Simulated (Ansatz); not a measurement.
Computed with Ansatz on PBE0-D4/def2-TZVP structures; ΔE is electronic, products minus reactants. CCSD(T)/CBS adds triple-zeta CCSD(T) − MP2 to the extrapolated MP2 energy (def2 sets, frozen cores). This one scheme is used for every species. DFT in def2-TZVPP. B3LYP here is the variant with VWN-RPA as its local correlation; programs differ in this. One conformer a species, not always the lowest.

Consider the ligand exchange at a B–C bond: `CSB(C)N` + H–F → `CSB(N)F` + CH₄.

`CSB(C)N`:

Z-matrix (Å, degrees):
```
C
S 1 1.806
H 1 1.089 2 111.3
H 1 1.089 2 111.4 3 -122.8
H 1 1.090 2 106.9 3 118.6
B 2 1.823 1 103.7 3 61.5
N 6 1.400 2 116.4 1 -179.9
C 6 1.572 2 122.5 1 0.1
H 7 1.005 6 124.0 2 0.0
H 7 1.005 6 122.1 2 -180.0
H 8 1.093 6 112.3 2 -179.9
H 8 1.094 6 111.4 2 -59.1
H 8 1.094 6 111.4 2 59.3
```

H–F:

```xyz
2

F     0.197    0.242   -0.338
H    -0.197   -0.242    0.338
```

`CSB(N)F`:

Z-matrix (Å, degrees):
```
C
S 1 1.810
H 1 1.088 2 110.9
H 1 1.088 2 110.9 3 122.3
H 1 1.089 2 106.7 3 -118.9
B 2 1.816 1 101.2 3 -60.9
F 6 1.341 2 119.7 1 -0.1
N 6 1.396 2 121.5 1 179.9
H 8 1.003 6 123.5 2 -0.0
H 8 1.005 6 121.7 2 180.0
```

CH₄:

Z-matrix (Å, degrees):
```
C
H 1 1.090
H 1 1.090 2 109.5
H 1 1.090 2 109.5 3 -120.0
H 1 1.090 2 109.5 3 120.0
```

(1) Is it downhill or uphill in electronic energy at CCSD(T)/CBS, and by how much? (Best estimate.)

(2) What do these levels give: r2SCAN-D4, B3LYP-D4, ωB97X-V, PBE, r2SCAN, PBE0, HF/def2-TZVPP, MP2/def2-TZVPP, CCSD/def2-TZVPP, CCSD(T)/def2-TZVPP, SCS-MP2/def2-QZVPP, CCSD/CBS(def2)? (An estimate is asked.)

Largest T1 diagnostic among the species: 0.011.

Answers

(1) Computed: Downhill: ΔE = -124.7 kJ/mol.

(2) Computed: r2SCAN-D4 -138.2, B3LYP-D4 -136.9, ωB97X-V -134.9, PBE -131.8, r2SCAN -139.8, PBE0 -131.9, HF/def2-TZVPP -157.5, MP2/def2-TZVPP -125.2, CCSD/def2-TZVPP -132.3, CCSD(T)/def2-TZVPP -129.2, SCS-MP2/def2-QZVPP -129.3, CCSD/CBS(def2) -127.8 kJ/mol.

In def2-TZVPP, CCSD(T) changes the Hartree–Fock value by +28.3 kJ/mol (the triples alone add +3.1 kJ/mol) and MP2 by +32.3 kJ/mol. The D4 term adds +8.5 kJ/mol with B3LYP and +4.8 kJ/mol with PBE0; it sums over pairs of atoms, weighted by their polarisabilities, and B3LYP, whose exchange is more repulsive, gets the larger term.
